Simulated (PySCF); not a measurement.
C4H11BO2S.
Numbering: `[CH3:1][CH2:2][S:3][CH2:4][CH2:5][B:6]([OH:7])[OH:8]` (hydrogens: H9, H10, H11 on C1; H12, H13 on C2; H14, H15 on C4; H16, H17 on C5; H18 on O7; H19 on O8)

Theory: PySCF 2.14.0, PBE0-D3(BJ)/def2-SVP geometry optimisation, gas phase.

(1) What internal coordinates does the optimisation give?

Results:

(1) 
```
                 bond  length (pm)   order
                C1–C2        151.6  single
                C2–S3        181.7  single
                S3–C4        182.5  single
                C4–C5        152.3  single
                C5–B6        159.0  single
         B6–O7, B6–O8        136.0  single
C1–H9, C1–H10, C1–H11        110.1  single
       C2–H12, C2–H13        110.1  single
       C4–H14, C4–H15        110.2  single
       C5–H16, C5–H17        110.5  single
               O7–H18         97.7  single
               O8–H19         96.4  single
```

Bonds in one row agree within 1 pm and their mean is given. Orders are formal, as drawn. A selection of angles:
```
     angle  degrees
  C2–C1–H9    111.6
 C2–C1–H11    110.4
 H9–C1–H10    107.9
  C1–C2–S3    114.4
 C1–C2–H12    111.0
 S3–C2–H12    103.5
 S3–C2–H13    109.1
H12–C2–H13    106.6
  C2–S3–C4    102.1
  S3–C4–C5    116.1
 S3–C4–H14    108.2
 S3–C4–H15    102.7
 C5–C4–H14    111.8
H14–C4–H15    106.2
  C4–C5–B6    117.7
 C4–C5–H16    108.7
 B6–C5–H16    108.2
H16–C5–H17    104.3
  C5–B6–O7    124.0
  C5–B6–O8    117.3
  O7–B6–O8    118.7
 B6–O7–H18    111.2
 H19–O8–B6    110.5
```

Torsions: C1–C2–S3–C4 -63° (synclinal); C2–S3–C4–C5 -57° (synclinal); S3–C4–C5–B6 -55° (synclinal); C4–C5–B6–O7 28° (synperiplanar); H18–O7–B6–C5 0° (synperiplanar); H19–O8–B6–C5 -177° (antiperiplanar). The mirror-image conformer, all signs reversed, is as good.

B6 (three-coordinate boron) is planar (angles 124.0°, 118.7° and 117.3°, sum 360.0°, 0.01 Å off the plane of its three neighbours). S3 (sulfide sulfur) is bent (angle 102.1°). Of the pairs four or more bonds apart, S3···H18 is among the closest relative to their van der Waals radii: 2.23 Å, 74 % of the sum of Bondi's values.

Point group: C1 (no symmetry element, even within 0.4 Å). No PBE0-D3(BJ)/def2-SVP frequencies stand behind this structure, so it isn't proved a minimum. One conformer, not necessarily the lowest (C1–C2–S3–C4 -63°, C2–S3–C4–C5 -57°, S3–C4–C5–B6 -55°, C4–C5–B6–O7 28°, C5–B6–O7–H 0°).
